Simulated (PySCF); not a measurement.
# Zn: ionisation energy

Zn [Ar] 3d10 4s2 (1S) → Zn⁺ [Ar] 3d10 4s1 (2S), as a difference of total energies. Computed with PySCF 2.14 in def2-TZVP, with the non-relativistic Hamiltonian (point nucleus). Correlated levels: valence: [Ar] frozen. The calculations carry no spin-orbit coupling.

```json
{"method": "UHF", "ionisation energy (eV)": "7.636", "difference from reference (eV)": "-1.758"}
{"method": "PBE0", "ionisation energy (eV)": "9.094", "difference from reference (eV)": "-0.300"}
{"method": "BP86", "ionisation energy (eV)": "9.566", "difference from reference (eV)": "+0.172"}
{"method": "MP2 (valence)", "ionisation energy (eV)": "8.723", "difference from reference (eV)": "-0.671"}
{"method": "SCS-MP2 (valence)", "ionisation energy (eV)": "8.760", "difference from reference (eV)": "-0.634"}
{"method": "CCSD (valence)", "ionisation energy (eV)": "8.866", "difference from reference (eV)": "-0.528"}
{"method": "CCSD(T) (valence)", "ionisation energy (eV)": "8.955", "difference from reference (eV)": "-0.439"}
```

Reference: 9.394 eV (measured; NIST Atomic Spectra Database, ionization energies).

These non-relativistic numbers lack the scalar-relativistic shift.

Errors of the correlated levels include the incompleteness of this basis and the frozen core.
